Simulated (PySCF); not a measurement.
Cl2, charge -1, doublet, geometry from GFN2-xTB (a state made from the parent by changing its charge; the spin is typed, not shown lowest); PBE0/cc-pVTZ in PySCF.

The PySCF input:
```python
from pyscf import gto, scf, dft

mol = gto.M(
    atom='''
Cl   -0.00000000   -0.00000000   -1.28417300
Cl    0.00000000    0.00000000    1.28417300
''',
    basis='cc-pvtz',
    charge=-1,
    spin=1,
    verbose=4,
)

mf = dft.UKS(mol)
mf.xc = 'pbe0'
mf.kernel()
```

Task: Predict the main parts of the log of this PySCF run.

Result: 
```
PySCF version 2.14.0

[INPUT] verbose = 4
[INPUT] num. atoms = 2
[INPUT] num. electrons = 35
[INPUT] charge = -1
[INPUT] spin (= nelec alpha-beta = 2S) = 1
[INPUT] symmetry False subgroup None
[INPUT] Mole.unit = angstrom
[INPUT] Symbol           X                Y                Z      unit          X                Y                Z       unit  Magmom
[INPUT]  1 Cl     0.000000000000   0.000000000000  -1.284173000000 AA    0.000000000000   0.000000000000  -2.426735266561 Bohr   0.0
[INPUT]  2 Cl     0.000000000000   0.000000000000   1.284173000000 AA    0.000000000000   0.000000000000   2.426735266561 Bohr   0.0

nuclear repulsion = 59.5450200073822
number of shells = 18
number of NR pGTOs = 118
number of NR cGTOs = 68
basis = cc-pvtz
ecp = {}

******** <class 'pyscf.dft.uks.UKS'> ********
method = UKS
initial guess = minao
damping factor = 0
level_shift factor = 0
DIIS = <class 'pyscf.scf.diis.CDIIS'>
diis_start_cycle = 1
diis_space = 8
diis_damp = 0
SCF conv_tol = 1e-09
SCF conv_tol_grad = None
SCF max_cycles = 50
direct_scf = True
direct_scf_tol = 1e-13
number electrons alpha = 18  beta = 17
XC library pyscf.dft.libxc version 7.1.2
    S. Lehtola, C. Steigemann, M. J. T. Oliveira, and M. A. L. Marques,  SoftwareX 7, 1–5 (2018)
XC functionals = pbe0
    C. Adamo and V. Barone,  J. Chem. Phys. 110, 6158 (1999)
    M. Ernzerhof and G. E. Scuseria,  J. Chem. Phys. 110, 5029 (1999)
radial grids:
    Treutler-Ahlrichs [JCP 102, 346 (1995); DOI:10.1063/1.469408] (M4) radial grids

becke partition: Becke, JCP 88, 2547 (1988); DOI:10.1063/1.454033
pruning grids: <function nwchem_prune>
grids dens level: 3
symmetrized grids: False
atomic radii adjust function: <function treutler_atomic_radii_adjust>
small_rho_cutoff = 0
Set gradient conv threshold to 3.16228e-05
tot grids = 37760
init E= -919.936040332585

cycle= 1 E= -920.160086167735  delta_E= -0.224  |g|= 0.209  |ddm|= 0.641
cycle= 2 E= -920.175111184252  delta_E= -0.015  |g|= 0.188  |ddm|= 0.494
cycle= 3 E= -920.191675745334  delta_E= -0.0166  |g|= 0.0155  |ddm|= 0.176
cycle= 4 E= -920.191767102883  delta_E= -9.14e-05  |g|= 0.00869  |ddm|= 0.0159
cycle= 5 E= -920.191807594138  delta_E= -4.05e-05  |g|= 0.00171  |ddm|= 0.00611
cycle= 6 E= -920.19180947032  delta_E= -1.88e-06  |g|= 0.000108  |ddm|= 0.00151
cycle= 7 E= -920.191809479859  delta_E= -9.54e-09  |g|= 1.51e-05  |ddm|= 0.000135
cycle= 8 E= -920.191809480146  delta_E= -2.88e-10  |g|= 2.24e-06  |ddm|= 2.36e-05
Extra cycle  E= -920.191809480151  delta_E= -4.55e-12  |g|= 1.34e-06  |ddm|= 3.13e-06
converged SCF energy = -920.191809480151  <S^2> = 0.75390501  2S+1 = 2.0039012
```
